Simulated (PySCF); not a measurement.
Correlation energy of N (nitrogen, neutral)

[He] 2s2 2p3, high-spin 4S determinant. Calculation: PySCF 2.14, in cc-pVDZ; the non-relativistic Hamiltonian (point nucleus). Frozen: 1s2; 5 electrons correlated.

MP2 pair energies summed by pair of shells (mhartree):

| pair | energy | share (%) |
| --- | --- | --- |
| 2s-2p | -45.17 | 63.9 |
| 2p-2p | -17.68 | 25.0 |
| 2s-2s | -7.89 | 11.2 |

Total MP2 correlation energy: -70.74 mhartree.

Same-spin part -21.42 and opposite-spin part -49.32 mhartree; SCS-MP2 scales them by 1/3 and 6/5 to -66.32 mhartree.

| level | correlation energy (mhartree) |
| --- | --- |
| CCSD | -86.76 |
| (T) | -0.63 |
| CCSD(T) | -87.39 |

Diagnostics: T1 = 0.0036, D1 = 0.0088, largest double amplitude 0.040.

Is a single reference adequate?

Yes: T1 lies below 0.03 and no double amplitude reaches 0.07.
